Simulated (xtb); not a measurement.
A geometry relaxed with GFN2-xTB (xtb), charge 0, multiplicity 1:

```xyz
8

H     -1.7552    -0.1970     0.9748
H     -1.7267    -0.6696    -0.7999
C      0.1421     0.1971    -0.0502
C      1.4216    -0.0483     0.0357
C     -1.2549    -0.1352     0.0159
O     -0.7498     1.1643    -0.3221
H      2.1516     0.7167    -0.1564
H      1.7712    -1.0280     0.3022
```

Task: Write the SMILES of this molecule.

Result: `C=C1CO1`
